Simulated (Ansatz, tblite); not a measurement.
Removing and adding an electron: the cluster Cd₆S₅. Total charge 0; singlet. Geometry: PBE-D4/def2-SVP. Ansatz, gas phase; energy differences of separate SCF runs; the oxidised species was run as a doublet alone; the reduced species was run as a doublet alone.

```xyz
11

Cd   -1.621   -1.252    1.791
Cd    1.439   -2.208   -0.730
Cd    0.635    0.741    0.132
Cd    2.236    2.620   -2.378
Cd    1.288    3.830    0.570
Cd    1.325   -5.064   -1.341
S    -1.319    2.187    0.702
S    -2.855    0.931   -0.065
S     0.731   -1.535    1.658
S    -3.735   -0.182    1.536
S     1.876   -0.068   -1.877
```

In the def2 sets Cd takes a core potential; there is no spin–orbit coupling. The xTB rows come from tblite. The structure comes from a short search, and lower isomers may exist.

```csv
level,−HOMO (eV),vertical IE (eV),−LUMO (eV),vertical EA (eV),HOMO–LUMO gap (eV),IE − EA (eV)
GFN1-xTB,9.19,11.11,7.82,6.37,1.36,4.74
GFN2-xTB,8.85,10.94,7.59,5.73,1.26,5.21
PBE-D4/def2-SVP,4.80,–,3.86,2.24,0.94,–
PBE0-D4/def2-SVP,5.14,6.29,3.47,2.39,1.67,3.90
```

Relaxing the reduced species (PBE-D4/def2-SVP) changes its energy by -0.15 eV at PBE-D4/def2-SVP, so the adiabatic electron affinity to this nearest minimum is 2.39 eV. At PBE0-D4/def2-SVP it is 2.50 eV.  Run but left out: PBE-D4/def2-SVP (charge +1 doublet: an occupied level 0.00 eV above an empty one).   Raw xTB energy differences between charge states are shifted by several eV; the methods need an empirical correction for them. Sets without diffuse functions give affinities that are too small.
